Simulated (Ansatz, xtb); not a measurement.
**Two isomers of C7H14**

Structure I is `CC/C=C(/C)CC`, a singlet and structure II is `CC1CCCCC1`, a singlet. Both are isolated molecules in the gas phase, relaxed with B3LYP/def2-SVP; each stands in its lowest conformer found.

Q: Estimate which is lower in electronic energy at CCSD(T)/def2-SVP + ΔMP2/def2-TZVPP, and by roughly how much.

A: The CCSD(T)/def2-SVP + ΔMP2/def2-TZVPP calculation puts structure II lower, by 73.6 kJ/mol.

The same difference at several levels:

```tsv
level	geometry	E(II) − E(I) (kJ/mol)	departure from the last row (kJ/mol)	job, with rough time for the two
GFN2-xTB	GFN2-xTB	−111.6	−38.0	optimisation, 0.9 s
HF/STO-3G	GFN2-xTB	−193.4	−119.7	single point, 0.88 s
r2SCAN-D4/def2-SVP	GFN2-xTB	−87.9	−14.2	single point, 5.3 s
B3LYP/def2-SVP	B3LYP/def2-SVP	−65.4	+8.2	optimisation, 69 s
HF/def2-SVP	B3LYP/def2-SVP	−67.9	+5.8	part of the CCSD(T) run
MP2/def2-SVP	B3LYP/def2-SVP	−89.6	−16.0	part of the CCSD(T) run
CCSD(T)/def2-SVP	B3LYP/def2-SVP	−81.4	−7.8	single point
CCSD(T)/def2-SVP + ΔMP2/def2-TZVPP	B3LYP/def2-SVP	−73.6		single point, 2.1 min
```

As drawn, II has 2 C–C in place of 1 C=C. Structure I has no ring, II a 6-membered ring.

None of the levels shown reverses the order. The largest departure from CCSD(T)/def2-SVP + ΔMP2/def2-TZVPP is that of HF/STO-3G, 119.7 kJ/mol. The last row adds to CCSD(T) the change of the MP2 difference between the two basis sets, here +7.8 kJ/mol.

With thermal terms from frequencies at re-optimised GFN2-xTB minima (ideal gas, soft modes damped towards free rotors, one conformer each, 298.15 K, 1 atm): the zero-point term adds +14.2 kJ/mol; ΔH is −66.0 and ΔG −50.0 kJ/mol.

Tabulated enthalpies of formation at 298 K are −79.4 kJ/mol for I (CRC Handbook of Chemistry and Physics) and −154.7 kJ/mol for II (CRC Handbook of Chemistry and Physics), a difference of −75.3 kJ/mol. Calculated less tabulated ΔH, with the same thermal term: GFN2-xTB −28.7, HF/STO-3G −110.4, r2SCAN-D4/def2-SVP −4.9, B3LYP/def2-SVP +17.5, HF/def2-SVP +15.1, MP2/def2-SVP −6.6, CCSD(T)/def2-SVP +1.5, CCSD(T)/def2-SVP + ΔMP2/def2-TZVPP +9.3 kJ/mol. Handbook values carry no stated uncertainty, so the miss of the last row may lie with the table, the conformer or the calculation.

The correlated steps freeze 7 core orbitals. Codes used: Ansatz 0.2.0, xtb 6.7.1; the last row on 4 threads of Intel(R) Xeon(R) Platinum 8259CL CPU @ 2.50GHz (Skylake/Cascade Lake) on a shared host.
